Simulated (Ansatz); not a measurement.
```yaml
crystal:
  periodic: [false, false, false]
  atoms:
    - {symbol: O, position_ang: [0.273062, 1.623167, -1.117327]}
    - {symbol: Sn, position_ang: [0.040102, -0.106182, 0.566206]}
    - {symbol: Cl, position_ang: [2.017971, -2.146233, 0.032409]}
    - {symbol: Br, position_ang: [-2.705743, -1.446421, 0.232945]}
    - {symbol: H, position_ang: [0.116044, 1.227566, -2.240953]}
    - {symbol: H, position_ang: [0.311187, 0.768103, 2.468971]}
basis:
  gaussian: {orbitals: def2-SVP, fitting: {mean_field: def2-universal-jkfit}}
hamiltonian: {xc: {name: PBE0-DH}}
kpoints: {mp_grid: {grid: [2, 2, 2]}}
output: {forces: true}
```

```sh
$ ansatz run in.yaml --threads 4 --pin off --events-out ev --progress --plain --max-ram 10444MiB
```

It prints (some lines left out):

```
Error: invalid value for `basis.gaussian`: such a run doesn't read kpoints; remove what it names
```

What is wrong with this run?

The input holds a key that doesn't belong there. The program refused the input.
